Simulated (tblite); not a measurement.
H2Se2.
Atom-mapped SMILES: `[SeH:1][SeH:2]` (hydrogens: H3 on Se1; H4 on Se2)

Cartesian coordinates in Å at the GFN2-xTB level; atoms count from 1:
```xyz
4
H2Se2 angstrom
Se     0.9993    0.4769    0.5668
Se    -0.9995    0.5256   -0.5239
H      1.6715   -0.4753   -0.3094
H     -1.6610   -0.5224    0.2437
```

Method: GFN2-xTB as coded in tblite; computed harmonic values from a numerical Hessian at the method's own geometry, unscaled. Errors from tens to a few hundred cm⁻¹ against measured bands are possible. Modes of hydrogen on selenium can be 10 to 20 % off. One conformer, not necessarily the lowest.

Harmonic wavenumbers (cm⁻¹): 277.3, 317.8, 661.0, 684.4, 1947.8, 1957.3.

A = 121812, B = 2374, C = 2372 MHz; mass 161.849 u (most abundant isotopes); point group C2, symmetry number 2.

Task: What is the zero-point energy?

Result: Half the sum of the wavenumbers: 2923 cm⁻¹ = 8.36 kcal/mol.

Task: What is S at 400 K and 1 bar for an ideal gas of classical rigid rotors and harmonic oscillators?

Result: Translation 42.64, rotation 23.16, vibration 5.24: S = 71.0 cal/(mol K).

Task: And Cp and H(400 K) − H(0)?

Result: Cp = 14.23 cal/(mol K), of which vibrations give 6.28 (their classical limit is 6 R = 11.9); H(400 K) − H(0) = 4.45 kcal/mol without the zero-point energy, 1.27 from vibrations.

Task: How do the functions run with temperature in this model?

Result: 
```
 T (K)  S (cal/(mol K))  Cp (cal/(mol K))  H − H(0) (kcal/mol)  G − H(0) (kcal/mol)  ln q(vib)
   150             59.0              10.3                 1.30                -7.55       0.12
   250             64.8              12.4                 2.44               -13.75       0.44
298.15             67.0              13.1                 3.06               -16.92       0.63
   600             77.1              15.8                 7.47               -38.81       1.81
   900             83.8              17.3                12.45               -63.01       2.87
```

q(vib) and H(0) count from the zero-point level.

Task: Which modes carry the vibrational entropy at 400 K?

Result: 277.3 cm⁻¹: 2.07; 317.8 cm⁻¹: 1.83; 661.0 cm⁻¹: 0.68; 684.4 cm⁻¹: 0.63; 1947.8 cm⁻¹: 0.01; 1957.3 cm⁻¹: 0.01 cal/(mol K).

Task: What must be added to the electronic energy to get the Gibbs energy at 400 K and 1 bar?

Result: ZPE + [H(400 K) − H(0)] − T·S = 8.36 + 4.45 − 28.42 = -15.61 kcal/mol.

Hindered rotation and anharmonicity are outside this model. Other conformers, if any are populated, would add a mixing term that is left out. The structure is chiral; the term R ln 2 for an equal mix with its mirror image is left out.
